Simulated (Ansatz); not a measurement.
The molecule MnF, multiplicity 7 (the spin of the measured ground state). No spin–orbit coupling. Mn is treated without relativity.

D_e counts from the fitted minimum to each atom's lowest state at the same level, without counterpoise.

Correlated levels freeze the inner cores; with def2 sets outer-core shells near the valence are correlated too.

The values were computed with Ansatz (Gaussian basis) for Hartree–Fock, density functionals and correlated methods. Each number belongs to the level named beside it.

PBE/def2-TZVPP gives 120.80 kcal/mol for the bond energy D_e.

Problem. How do the other levels lie against it? Give each less PBE: r2SCAN/def2-TZVPP, B3LYP/def2-TZVPP, wB97M-V/def2-TZVPP, CCSD(T)/def2-QZVPP.

Solution. r2SCAN/def2-TZVPP 0.29; B3LYP/def2-TZVPP -15.07; wB97M-V/def2-TZVPP -17.37; CCSD(T)/def2-QZVPP -13.14 kcal/mol. 1 of 4 lie above PBE; the widest gap is to wB97M-V/def2-TZVPP.

Ansatz is an electronic-structure program.
